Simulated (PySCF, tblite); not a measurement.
Compound: C₇H₁₂P₂.
Structure used (GFN2-xTB), in Å, numbered top down from 1:
```xyz
21
C7H12P2 angstrom
C      1.4017    2.2343   -0.2556
C      1.4887    0.7547   -0.0751
C      2.4484    0.0966    0.6112
C      2.2921   -1.3267    0.6363
C      1.2101   -1.7727   -0.0324
P      0.3509   -0.4247   -0.8565
P     -1.2841   -0.2358    0.6044
C     -2.2359   -1.7352    0.0663
C     -2.2723    1.0248   -0.3358
H      1.1221    2.4859   -1.2776
H      0.6480    2.6539    0.4128
H      2.3572    2.7026   -0.0243
H      3.2629    0.5897    1.1193
H      2.9824   -1.9662    1.1641
H      0.9325   -2.8069   -0.1511
H     -1.7584   -2.6281    0.4641
H     -2.2923   -1.8053   -1.0190
H     -3.2421   -1.6706    0.4777
H     -2.4322    0.7167   -1.3678
H     -1.7536    1.9811   -0.3199
H     -3.2349    1.1488    0.1586
```

The calculation used PBE0/pcSseg-1 in PySCF (dipole) on a GFN2-xTB geometry, gas phase.

Take the most abundant isotopes and a rigid rotor. The values belong to one conformer with, in the numbering `[CH3:1][c:2]1[cH:3][cH:4][cH:5][p:6]1[P:7]([CH3:8])[CH3:9]`, C5–P6–P7–C8 -76°.

Question: What are A, B and C (MHz)?

Answer: Ia = 278.34, Ib = 498.19, Ic = 675.10 u·Å²; 505379 MHz·u·Å²/I gives A = 1816, B = 1014, C = 748.6 MHz.

Question: What kind of rotor is it?

Answer: An asymmetric top; Ray's κ = -0.502.

Question: Is it planar, by Δ = Ic − Ia − Ib?

Answer: Not planar: Δ = Ic − Ia − Ib = -101.43 u·Å². For a rigid frame Δ = −2 Σ m c², so Σ m c² = 50.71 u·Å² lies off the ab plane: 6.69 from hydrogen and 44.02 from heavier atoms. The atom farthest from that plane is 1.14 Å away.

Question: Predict some low-J microwave lines.

Answer: The dipole components are |μa| = 0.66 D, |μb| = 0.40 D, |μc| = 0.11 D. Intensities carry the squares of the components, which stand as 1.00 : 0.37 : 0.03 (a : b : c). Some lines, for components of 0.1 D or more:

```tsv
type	branch	J(Ka,Kc)	MHz	lower level (cm⁻¹)
a	Q	3(1,2) ← 3(1,3)	1587	0.356
b	Q	3(1,2) ← 3(0,3)	1957	0.344
b	Q	4(2,3) ← 4(1,4)	4212	0.571
b	Q	3(3,0) ← 3(2,1)	4446	0.486
c	R	2(1,1) ← 1(0,1)	4859	0.059
b	R	4(1,4) ← 3(0,3)	6797	0.344
a	R	4(3,1) ← 3(3,0)	7189	0.635
b	R	5(1,5) ← 4(0,4)	8170	0.564
c	R	3(2,2) ← 2(1,2)	8490	0.194
a	R	5(1,4) ← 4(1,3)	9156	0.658
b	R	5(3,2) ← 4(2,3)	13976	0.711
```

Its GFN2-xTB frequencies are all real (lowest 37 cm⁻¹). These are rigid-rotor constants of the computed structure; measured ground-state constants (B0) also hold zero-point vibration. A rigid rotor knows nothing of internal rotation, which can split or shift real lines.
